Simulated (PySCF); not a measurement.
## ECD: SMILES C[C@@H]1O[SiH2][Si@H]1C[SiH3], C₃H₁₂OSi₃

Cartesian coordinates in Å; atom numbers follow the order of the lines, from 1:
```xyz
19

C     2.747   -0.654   -0.512
C     1.617    0.343   -0.334
O     1.883    1.178    0.814
Si    0.637    1.045    1.883
Si   -0.104   -0.387    0.212
C    -1.513    0.036   -0.993
Si   -3.240   -0.293   -0.285
H     2.557   -1.276   -1.384
H     2.818   -1.290    0.368
H     3.698   -0.141   -0.643
H     1.588    1.009   -1.205
H     1.147    0.537    3.158
H     0.031    2.365    2.084
H     0.008   -1.854    0.318
H    -1.442    1.084   -1.286
H    -1.389   -0.546   -1.907
H    -4.263   -0.006   -1.295
H    -3.454    0.559    0.886
H    -3.334   -1.699    0.112
```

The calculation used TDDFT B3LYP/def2-SVPD circular dichroism and optical rotation, one conformer, gas phase in PySCF 2.14.0. Geometry: GFN2-xTB.

The molecule is flexible and this is one conformer; a measurement averages over conformers.

(1) What are the CIP labels of the stereocentres?

(2) List the lowest 8 singlet excitations with oscillator and rotatory strengths.

Answers

(1) C2 R, Si5 R.

(2) Rotatory strengths R in 10⁻⁴⁰ esu² cm², velocity form and length form (origin at the centre of mass); f in length form.
| state | E (eV) | λ (nm) | f | R (velocity) | R (length) | main |
| --- | --- | --- | --- | --- | --- | --- |
| 1 | 5.78 | 214 | 0.017 | +0.3 | +1.5 | HOMO→LUMO 0.91 |
| 2 | 6.04 | 205 | 0.009 | +2.9 | +4.4 | HOMO−2→LUMO 0.68, HOMO→LUMO+2 0.12 |
| 3 | 6.07 | 204 | 0.036 | +46.0 | +45.8 | HOMO→LUMO+1 0.64, HOMO−1→LUMO+1 0.16 |
| 4 | 6.08 | 204 | 0.025 | -4.8 | -4.6 | HOMO−1→LUMO 0.47, HOMO→LUMO+2 0.26 |
| 5 | 6.11 | 203 | 0.002 | +1.4 | +0.9 | HOMO→LUMO+2 0.52, HOMO−1→LUMO 0.37 |
| 6 | 6.32 | 196 | 0.019 | -12.8 | -14.7 | HOMO−2→LUMO+1 0.60, HOMO−1→LUMO+1 0.27 |
| 7 | 6.40 | 194 | 0.066 | +27.4 | +25.4 | HOMO−2→LUMO+1 0.31, HOMO−1→LUMO+1 0.23 |
| 8 | 6.48 | 191 | 0.091 | -64.9 | -63.1 | HOMO−1→LUMO+2 0.60, HOMO−2→LUMO+2 0.20 |

Among the states computed, the strongest CD band (largest |R|) is state 8. The largest dissymmetry factor in size, g = 4R/(D+G), with D and G the electric and magnetic dipole strengths, is +0.011 for state 3 (velocity form, f = 0.038), among bands with |R| over 0.5. The mirror image has the same energies and oscillator strengths and all R with the opposite sign.
